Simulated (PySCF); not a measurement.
# P²⁺ (phosphorus, charge +2): UHF calculation

Configuration: [Ne] 3s2 3p1, 2P determinant. Calculation: PySCF 2.14, in dyall-av2z (13s9p2d, 50 functions); the non-relativistic Hamiltonian (point nucleus).

```json
{"Total energy": "-339.640394 hartree", "One-electron energy": "-459.1506 hartree", "Hartree (Coulomb) energy": "141.5447 hartree", "Exchange energy": "-22.0345 hartree", "Kinetic energy": "339.64040 hartree", "⟨S²⟩": "0.7609", "⟨L²⟩": "2.033", "Sum of ⟨r⟩": "9.663 bohr", "Sum of ⟨r²⟩": "14.20 bohr²", "Traceless quadrupole moment −½Σ⟨3z² − r²⟩ along its main axis": "-1.88 e·bohr²", "Density at the nucleus (Gaussians lack the cusp)": "2140 bohr⁻³", "Spin density at the nucleus": "0.0170 bohr⁻³", "Langevin diamagnetic susceptibility": "-11.2 ×10⁻⁶ cm³/mol"}
```

```tsv
shell	electrons	mean orbital energy (eV)	spread (eV)	rms radius, mean of both spins (bohr)
1s α	1	-2200.9	0	0.120
1s β	1	-2200.6	0	0.120
2s α	1	-228.51	0	0.561
2s β	1	-228.22	0	0.561
2p α	3	-171.08	0.554	0.539
2p β	3	-170.55	0.646	0.539
3s α	1	-40.049	0	1.90
3s β	1	-37.062	0	1.90
3p α	1	-29.881	0	2.15
```

Spin-orbit constants ζ (cm⁻¹) from the X2C one-electron operator on these orbitals (non-relativistic here): bare nucleus, nucleus screened by l(l+1)(2l+1)/3 electrons, and screened by the Breit-Pauli mean field of the electrons.

| shell | bare | screened nucleus | mean field |
| --- | --- | --- | --- |
| 2p | 5433 | 4709 | 4378 |
| 3p | 410.8 | 356.0 | 326.2 |

To first order the Landé constant is A = 326.2 cm⁻¹, so the lowest level has J = 1/2 and lies 0.0404 eV below the centre of the term.
